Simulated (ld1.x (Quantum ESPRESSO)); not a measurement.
**Before and after: TM semilocal potential for Pb (Z = 82)**

Pb (Z = 82), norm-conserving Troullier–Martins (semilocal form), made with ld1.x (Quantum ESPRESSO) 7.5 (PBEsol, scalar-relativistic). Core [Xe] 4f14, reference 5d10 6s2 6p2. Waves: 6s (bound): rc 1.55 bohr; 5d (bound): rc 1.95 bohr; 6p (bound): rc 2.45 bohr. Local part: the p channel. Core correction: none.

All-electron outer shells of the reference configuration (PBEsol, scalar-relativistic, ld1.x):

```tsv
shell	level (eV)	outermost node (bohr)	outermost maximum (bohr)
4f	-132.94	–	0.35
5p	-85.81	0.49	0.88
5d	-21.16	0.52	1.07
6s	-12.10	1.01	1.95
6p	-3.52	1.18	2.63
```

Change: all radii scaled by about 0.93 (s 1.44, p 2.30, d 1.82 bohr).

Cutoffs: the cutoffs (Ry, on a coarse ladder) from which the occupation-weighted sum of valence levels, in a spherical-Bessel basis at the reference potential, stays within 10 and 1 mRy of its value at 400 Ry; they do not see the model core or the augmentation charge, which bear on the density cutoff. Errors are all-electron minus pseudo energies relative to the spin-unpolarised reference configuration.

Q: How do hardness, ghosts and transferability respond?

A: The potential gets harder (55 Ry and 140 Ry → 90 Ry and 180 Ry); of the 7 tests that both files solve, the error grows in 4 and shrinks in 2 by more than 15 % and 0.3 meV (median size 4.8 → 17.3 meV); neither file shows a bound ghost. A smaller radius makes the pseudo-wave follow the all-electron one further in, where it bends more sharply, so more plane waves are needed. A semilocal file is local in each channel, so a ghost entry of none says nothing of the separable form that plane-wave codes build from it.

| quantity | base | changed |
| --- | --- | --- |
| cutoff, loose | 55 Ry | 90 Ry |
| cutoff, tight | 140 Ry | 180 Ry |
| loose cutoff by channel (10 mRy a level) | s 30 Ry, d 45 Ry, p 8 Ry | s 40 Ry, d 45 Ry, p 6 Ry |
| bound ghosts | none | none |
| error for 5d10 6s2 6p1, meV [ΔE 6.60 eV] | -3.4 | -2.0 |
| error for 5d10 6s2 6p0, meV [ΔE 20.04 eV] | -14 | -5.8 |
| error for 5d10 6s1 6p0, meV [ΔE 52.52 eV] | -4.8 | +17 |
| error for 5d10 6s0 6p0, meV [ΔE 95.24 eV] | +17 | +150 |
| error for 5d10 6s1 6p3, meV [ΔE 8.77 eV] | -0.7 | +25 |
| error for 5d10 6s2 6p1.5, meV [ΔE 2.50 eV] | -1.0 | -0.8 |
| error for 5d10 6s0 6p4, meV [ΔE 17.91 eV] | -8.2 | +103 |
